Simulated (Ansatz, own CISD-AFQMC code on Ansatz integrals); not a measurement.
CH2N2, SMILES `N#CN` (charge 0, multiplicity 1).

Cartesian coordinates (Å):
SMILES: NC#N
```xyz
5

N      1.8790     0.0972     0.5976
C      0.7533     0.0198     0.3521
N     -0.5372    -0.0903     0.0123
H     -1.0563    -0.8071     0.4976
H     -1.0388     0.7804    -0.0833
```
Charge 0, spin multiplicity 1.

Frozen-core energies in cc-pVDZ from Ansatz (a first-principles code) at a geometry from B3LYP-D3(BJ)/def2-TZVP; the HF reference has <S^2> = 0.00 and the T1 diagnostic is 0.013.

| level | energy (Ha) | difference from CCSDT(Q) (mHa) |
|---|---|---|
| HF | -147.92509 | 479.43 |
| MP2 | -148.37120 | 33.31 |
| CCSD | -148.38574 | 18.78 |
| CCSD(T) | -148.40239 | 2.13 |
| CCSDT | -148.40267 | 1.85 |
| phaseless AFQMC, CISD trial (own CISD-AFQMC code on Ansatz integrals; ±0.39 mHa) | -148.40383 | 0.69 |
| CCSDT(Q) | -148.40452 | 0.00 |
